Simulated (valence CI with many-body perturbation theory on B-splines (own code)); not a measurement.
## Nd⁴⁷⁺: key properties

Computed by valence CI with perturbative core correlation (CI+MBPT): three valence electrons over a frozen Dirac-Fock core [Ne], radial functions for each j: 11 s, 11 p, 9 d, 7 f, 5 g, 2 h, 1 i, with the one-electron correlation potential Σ1 (screened to all orders), the two-electron term Σ2, the three-electron term Σ3, Breit, model QED; selected single and double excitations, second order for the rest (own B-spline code, finite nucleus).

No measured spectrum was set against this ion. As an estimate, large intervals hold to a few tenths of a per cent, small ones and those within an open d or f shell to about a per cent.

Levels are named by their leading jj configuration (3d3/2^4 stands for four electrons in 3d with j = 3/2), which in mixed levels can hold well under half, so a name can repeat and another be missing.

Rates and lifetimes use the calculated energies. Strong lines usually hold to 10 to 20 %, long lifetimes can be off by a factor of two.

Question: What is the ground level?

Answer: (3s^2 3p1/2) J=1/2, composition 99 % 3s²3p ²P°, g = 0.654.

Question: How well does LS coupling describe the low levels?

Answer: Among the lowest 20 levels the leading LS term, summed over configurations, holds 67 % on average. For single configurations the figures are 64 % in LS and 92 % in jj coupling. Terms mix most in the J = 5/2 level at 32.327 Ry, where the leading one holds 38 %.

Question: Name the longest-lived excited levels whose lifetime is computed, and their main decay.

Answer: (3s 3p3/2 3d5/2) J=9/2 at 41.149 Ry lives 98.8 ns, mostly by M1 to (3s 3p1/2 3d5/2) J=7/2; (3s^2 3p3/2) J=3/2 at 9.935 Ry lives 83.2 ns, mostly by M1 to (3s^2 3p1/2) J=1/2.

Question: What is the ionisation energy?

Answer: 3998.4 eV; NIST lists 3997 ± 4 eV (theoretical).

Question: What are the static dipole polarisabilities of the lowest levels?

Answer: (3s^2 3p1/2) J=1/2 0.00777 bohr³, of which the core gives 0.000117.

Question: Where does the other parity begin?

Answer: At (3s 3p1/2^2) J=1/2, 8.807 Ry.

Question: Among levels below 57.068 Ry, which E1 lines absorb most strongly from the ground level?

Answer: to (3s^2 3d3/2) J=3/2 at 3.960 nm, f = 0.373; to (3s 3p1/2 3p3/2) J=1/2 at 4.552 nm, f = 0.185; to (3s 3p1/2 3p3/2) J=3/2 at 4.693 nm, f = 0.114.
